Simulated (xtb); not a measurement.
C₃H₇O, doublet, at a GFN2-xTB geometry; xtb with GFN0-xTB.

The xtb input:
```
$ xtb mol.xyz --gfn 0 --uhf 1 --opt --json

# file mol.xyz
11

O      0.00603261     1.39945068     0.10521327
C     -0.01052600     0.01737478     0.17269437
H      0.91691624     1.70866002     0.14601563
C     -1.34102772    -0.59836921    -0.06927069
C      1.24583048    -0.72781260    -0.10982389
H     -1.49928663    -0.83397408    -1.12962906
H      1.48877769    -0.74519186    -1.18250461
H     -2.11939352     0.09363073     0.24088969
H      2.09395553    -0.27939847     0.41110616
H     -1.43953471    -1.52700685     0.49162855
H      1.14464384    -1.75948281     0.21918865
```

Question: Predict the main parts of the log of this xtb run.

Answer: 
```
   ID    Z sym.   atoms
    1    8 O      1
    2    6 C      2, 4, 5
    3    1 H      3, 6-11

           -------------------------------------------------
          |                Calculation Setup                |
           -------------------------------------------------

           -------------------------------------------------
          |                 G F N 0 - x T B                 |
           -------------------------------------------------

          ...................................................
          :                      SETUP                      :
          :.................................................:
          :  # basis functions                  30          :
          :  # atomic orbitals                  30          :
          :  # shells                           22          :
          :  # electrons                        25          :
          :  electronic temp.          300.0000000     K    :
          :  accuracy                    1.0000000          :
          :  -> integral cutoff          0.2500000E+02      :
          :  -> integral neglect         0.1000000E-07      :
          ...................................................

         :::::::::::::::::::::::::::::::::::::::::::::::::::::
         ::                     SUMMARY                     ::
         :::::::::::::::::::::::::::::::::::::::::::::::::::::
         :: total energy             -13.437892544763 Eh    ::
         :: gradient norm              0.036395796780 Eh/a0 ::
         :: HOMO-LUMO gap              4.036623142048 eV    ::
         ::.................................................::
         :: H0 energy                -13.556103291632 Eh    ::
         :: repulsion energy           0.171256115745 Eh    ::
         :: electrostat energy        -0.037994171284 Eh    ::
         :: -> Gsolv                   0.000000000000 Eh    ::
         ::    -> Gsasa                0.000000000000 Eh    ::
         ::    -> Gshift               0.000000000000 Eh    ::
         :: dispersion energy         -0.002176417327 Eh    ::
         :: short-range corr.         -0.012874780266 Eh    ::
         :: add. restraining           0.000000000000 Eh    ::
         :: total charge               0.000000000000 e     ::
         :::::::::::::::::::::::::::::::::::::::::::::::::::::

      -----------------------------------------------------------
     |                   =====================                   |
[...]
 * total energy  :   -13.4378925 Eh     change        0.0000000E+00 Eh
 * total energy  :   -13.4389306 Eh     change       -0.1038056E-02 Eh
 * total energy  :   -13.4393327 Eh     change       -0.4020775E-03 Eh
 * total energy  :   -13.4394258 Eh     change       -0.9312315E-04 Eh
 * total energy  :   -13.4394599 Eh     change       -0.3411853E-04 Eh
 * total energy  :   -13.4394692 Eh     change       -0.9253641E-05 Eh
 * total energy  :   -13.4394783 Eh     change       -0.9134573E-05 Eh
 * total energy  :   -13.4394970 Eh     change       -0.1868080E-04 Eh
 * total energy  :   -13.4395114 Eh     change       -0.1442744E-04 Eh
 * total energy  :   -13.4395195 Eh     change       -0.8130865E-05 Eh
 * total energy  :   -13.4395228 Eh     change       -0.3293791E-05 Eh
   *** GEOMETRY OPTIMIZATION CONVERGED AFTER 11 ITERATIONS ***
         :: total energy             -13.439522840789 Eh    ::
[...]

     #   Z          covCN         q      C6AA      α(0)
     1   8 O        1.660    -0.554    23.904     6.614
     2   6 C        2.807     0.260    23.904     7.984
     3   1 H        0.805     0.286     0.763     1.372
     4   6 C        3.751    -0.346    31.187     8.059
     5   6 C        3.751    -0.409    32.992     8.290
     6   1 H        0.923     0.123     1.589     1.971
     7   1 H        0.923     0.133     1.510     1.921
     8   1 H        0.924     0.153     1.374     1.833
     9   1 H        0.924     0.123     1.589     1.971
    10   1 H        0.924     0.107     1.720     2.051
    11   1 H        0.924     0.124     1.582     1.967

 Mol. C6AA /au·bohr⁶  :        864.563026
 Mol. C8AA /au·bohr⁸  :      19035.228552
 Mol. α(0) /au        :         44.035229

Wiberg/Mayer (AO) data.
largest (>0.10) Wiberg bond orders for each atom

 ---------------------------------------------------------------------------
     #   Z sym  total        # sym  WBO       # sym  WBO       # sym  WBO
 ---------------------------------------------------------------------------
     1   8 O    2.406 --     2 C    1.330     3 H    0.976
     2   6 C    3.434 --     1 O    1.330     4 C    1.028     5 C    1.025
     3   1 H    0.989 --     1 O    0.976
     4   6 C    3.980 --     2 C    1.028     8 H    0.978    10 H    0.974
                             6 H    0.961
     5   6 C    3.979 --     2 C    1.025     9 H    0.976    11 H    0.973
                             7 H    0.960
     6   1 H    0.983 --     4 C    0.961
     7   1 H    0.984 --     5 C    0.960
     8   1 H    0.990 --     4 C    0.978
     9   1 H    0.988 --     5 C    0.976
    10   1 H    0.992 --     4 C    0.974
    11   1 H    0.990 --     5 C    0.973
 ---------------------------------------------------------------------------

Topologies differ in total number of bonds
Writing topology from bond orders to xtbtopo.mol

 dipole moment from electron density (au)
     X       Y       Z
   0.5563   0.3741  -0.2028  total (Debye):    1.780

optimized geometry written to: xtbopt.xyz

           -------------------------------------------------
          | TOTAL ENERGY              -13.439522840789 Eh   |
          | GRADIENT NORM               0.000408740424 Eh/α |
          | HOMO-LUMO GAP               4.143370236954 eV   |
           -------------------------------------------------

normal termination of xtb
```
